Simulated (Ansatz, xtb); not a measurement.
C4H9ClGeO: which of two isomers lies lower

Structure X: `C=C[CH2][Ge@H]([Cl])[O]C`, a singlet. Structure Y: `C[C](C)(C=O)[GeH2][Cl]`, a singlet. Both are isolated molecules in the gas phase, relaxed with PBE-D3(BJ)/def2-SVP, each in the lowest conformer that the search found.

Task: Estimate E(Y) − E(X) at the level CCSD(T)/def2-SVP + ΔMP2/def2-TZVPP.

Result: Not settled: CCSD(T)/def2-SVP + ΔMP2/def2-TZVPP gives E(Y) − E(X) = +0.115 eV, but this leans on the basis-set step: CCSD(T) alone gives −0.126 eV.

Level by level:

```csv
level,geometry,E(Y) − E(X) (eV),departure from the last row (eV),"job, with rough time for the two"
GFN2-xTB,GFN2-xTB,−0.035,−0.150,"optimisation, 0.66 s"
HF/STO-3G,GFN2-xTB,−0.030,−0.145,"single point, 0.66 s"
r2SCAN-D4/def2-SVP,GFN2-xTB,−0.051,−0.165,"single point, 5.6 s"
PBE-D3(BJ)/def2-SVP,PBE-D3(BJ)/def2-SVP,−0.152,−0.267,"optimisation, 50 s"
HF/def2-SVP,PBE-D3(BJ)/def2-SVP,+0.176,+0.062,part of the CCSD(T) run
MP2/def2-SVP,PBE-D3(BJ)/def2-SVP,−0.176,−0.290,part of the CCSD(T) run
CCSD(T)/def2-SVP,PBE-D3(BJ)/def2-SVP,−0.126,−0.241,single point
CCSD(T)/def2-SVP + ΔMP2/def2-TZVPP,PBE-D3(BJ)/def2-SVP,+0.115,,"single point, 2.9 min"
```

As drawn, Y has 2 C–C, 1 C=O, 1 Ge–H in place of 1 C=C, 1 Ge–O, 1 C–O, 1 C–H.

GFN2-xTB, HF/STO-3G, r2SCAN-D4/def2-SVP, PBE-D3(BJ)/def2-SVP, MP2/def2-SVP, CCSD(T)/def2-SVP put the two in the other order. The largest departure from CCSD(T)/def2-SVP + ΔMP2/def2-TZVPP is that of MP2/def2-SVP, 0.290 eV. The last row adds to CCSD(T) the change of the MP2 difference between the two basis sets, here +0.241 eV, a large step that makes the value less sure.

With thermal terms from frequencies at re-optimised GFN2-xTB minima (ideal gas, soft modes damped towards free rotors, one conformer each, 298.15 K, 1 atm): on the last row, ΔE + ΔZPE = +0.081, ΔH = +0.066, ΔG = +0.127 eV.

The correlated steps freeze 19 core orbitals; the filled d shell of Ge is correlated, in a basis made for valence electrons. Mirror images aren't counted in ΔG. Run with Ansatz 0.2.0, xtb 6.7.1; the last row on 4 threads of Arm Neoverse V1 on a shared host.
